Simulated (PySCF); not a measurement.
acetylene (C2H2), SMILES C#C. Atoms are numbered in the order given.

```xyz
4

C      0.0000     0.0000     0.6040
C      0.0000     0.0000    -0.6040
H      0.0000     0.0000     1.6752
H      0.0000     0.0000    -1.6752
```

Geometry: PBE-D3(BJ)/def2-TZVPD.

Method: PBE0/pcJ-1 (PySCF).

Isotropic couplings with Fermi-contact, spin-dipole and both spin-orbit terms, one fixed conformer, no vibrational averaging. Isotopes: 13C, 1H.

**Question.** Estimate the spin–spin coupling constants. (Estimate from the structure and the level; the computed values follow.)

**Answer.** 
```
pair   bonds apart  J (Hz)
-----  -----------  ------
C1–C2            1   206.6
C1–H3            1   258.4
C2–H4            1   258.4
C1–H4            2    50.9
C2–H3            2    50.9
H3–H4            3    12.8
```
